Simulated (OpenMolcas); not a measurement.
## Tc4+ in a point-charge field

Tc4+ among 4 point charges of -2 e arranged as a tetrahedron (Td), 2.05 Å from the ion.

```
Program             : OpenMolcas
Method              : CASSCF
Basis               : ANO-RCC-VTZP [7s6p4d2f1g]
Scalar Hamiltonian  : DKH2, point nucleus
Active space        : 3 electrons in 5 orbitals (4d)
State averaging     : 2S+1 = 4 even, 10 roots; 2S+1 = 2 even, 40 roots
Spin-orbit coupling : RASSI with atomic mean-field integrals over the reference wave functions
```

The lowest spin-free states (labels of Td), above the lowest:

| State | Degeneracy | E (cm-1) | Free-ion L (%) |
| --- | --- | --- | --- |
| 4T1 | 3 | 0.0 | F (99) |
| 4T2 | 3 | 2398 | F (100) |
| 4A2 | 1 | 5258 | F (100) |
| 2E | 2 | 13963 | G (70) |
| 4T1 | 3 | 15433 | P (99) |
| 2T2 | 3 | 15485 | G (94) |
| 2T1 | 3 | 15672 | G (82) |
| 2A1 | 1 | 16960 | G (100) |
| 2T1 | 3 | 19634 | P (66) |
| 2T2 | 3 | 20674 | H (78) |
| 2T1 | 3 | 20746 | H (87) |
| 2E | 2 | 21722 | H (81) |
| 2T1 | 3 | 23119 | H (63) |
| 2E | 2 | 23520 | D (85) |
| 2T2 | 3 | 23848 | D (78) |
| 2T1 | 3 | 34241 | F (98) |
| 2T2 | 3 | 34330 | F (99) |
| 2A2 | 1 | 34896 | F (100) |
| 2T2 | 3 | 53411 | D (99) |
| 2E | 2 | 53694 | D (100) |

The lowest levels with spin-orbit coupling:

```csv
E (cm-1),Degeneracy,Label,2S+1,g
0.0,4,Γ8,4,
572.9,2,Γ7,4,1.75 1.75 1.75
1540,4,Γ8,4,
2550,2,Γ6,4,2.25 2.25 2.25
3490,4,Γ8,4,
3570,2,Γ7,4,3.73 3.73 3.73
4332,2,Γ6,4,0.27 0.27 0.27
4673,4,Γ8,4,
7188,4,Γ8,4,
14983,4,Γ8,2,
15795,2,Γ6,4,2.56 2.56 2.56
15938,4,Γ8,4 (79 %),
16283,2,Γ7,2,2.42 2.42 2.42
16552,2,Γ6,2,0.46 0.46 0.46
16899,4,Γ8,2,
17408,4,Γ8,4,
17409,2,Γ7,4,2.59 2.59 2.59
18027,4,Γ8,2,
18208,2,Γ6,2,2.14 2.14 2.14
21108,2,Γ6,2,1.27 1.27 1.27
```

Powder χT (cm3 K/mol): 0.121 at 2 K, 0.126 at 10 K, 0.151 at 50 K, 0.182 at 100 K, 0.246 at 200 K, 0.32 at 300 K. The effective moment at 300 K is 2.828 √(χT) = 1.60 μB.

The lowest level has 2S+1 = 4, for which the spin-only value is χT = S(S+1) / 2 = 1.875 cm3 K/mol (g = 2). The computed 0.320 at 300 K differs by -1.555, through orbital momentum, spin-orbit coupling and any other state in reach. With a threefold ground state the orbital momentum is unquenched, so the spin-only value is not expected to hold.

A least-squares ligand-field fit to the states below 45000 cm-1, each weighted by its degeneracy and with a free common offset, gives 10Dq = -2909 cm-1 (negative for this site), B = 896 cm-1 and C = 3666 cm-1 (C/B = 4.09), with an rms deviation of 35 cm-1.

An orbital triplet at a regular site is open to Jahn-Teller coupling, which can distort the site and quench the lowest spin-orbit gaps and is left out. Without dynamic correlation the repulsion within the d shell is too large (B by tens of per cent), so at a given field states of lower spin stand too high. Point charges give a weaker field than real ligands, and real ions of this kind are as a rule low spin; the high spin found here belongs to the model. This is an electrostatic model: the charges have no orbitals. No measured value stands beside these numbers.

The RASSCF and RASSI steps took 12 s on 1 thread of Arm Neoverse V2, with other jobs on the host; the integral step is not counted.
